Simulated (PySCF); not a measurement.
Ta3 at several levels of theory

Computed with PySCF 2.14.0 (density fitting, no spin-orbit coupling) at the geometry relaxed with PBE0:

```xyz
3
Ta3 (quartet)
Ta    0.0000    0.0000    2.4370
Ta   -0.0001    0.0000   -0.0747
Ta    0.0000    0.0000   -2.3624
```

| level | basis | state | HOMO (eV) | gap (eV) | charge on Ta1 (e) | dipole about the centre of mass (D) | largest force component (eV/Å) |
| --- | --- | --- | --- | --- | --- | --- | --- |
| PBE0 | Ta def2-SVP with ECP60 | quartet | -4.69 | 2.34 | 0.21 | 0.56 | 0.00 |
| wB97X | the same | quartet | -6.63 | 5.75 | 0.05 | 0.27 | 0.69 |
| CAM-B3LYP | the same | quartet | -5.64 | 4.23 | 0.13 | 0.41 | 0.36 |
| B3LYP | the same | quartet | -4.40 | 1.89 | 0.11 | 0.33 | 0.21 |
| PBE0 | Ta def2-TZVP with ECP60 | quartet | -4.64 | 2.06 | -0.04 | 0.23 | 1.07 |

HOMO and gap are taken over both spins. Charges are Mulliken's, which hang on the basis. The relaxation used the grid (50, 194), these runs (75, 302) or, all-electron (x2c bases, spin-free X2C Hamiltonian), (99, 590).

Problem. What does PBE with Ta def2-SVP with ECP60 give here?

Solution. state quartet, HOMO (eV) -3.96, gap (eV) 0.49, charge on Ta1 (e) 0.13, dipole about the centre of mass (D) 0.15, largest force component (eV/Å) 0.70. Time: 72 s on 2 threads of Intel(R) Xeon(R) Platinum 8259CL CPU @ 2.50GHz (Skylake/Cascade Lake), with other jobs on the host, from an already converged density.

No frequency check is given that shows the relaxed geometry to be a minimum. The relaxed state is spin-contaminated (spin squared 5.12 against 3.75). Open shells may have lower solutions than the one found.

A gap near or under zero over both spins lies within a partly filled shell and is no excitation energy.

Some runs are spin-contaminated.
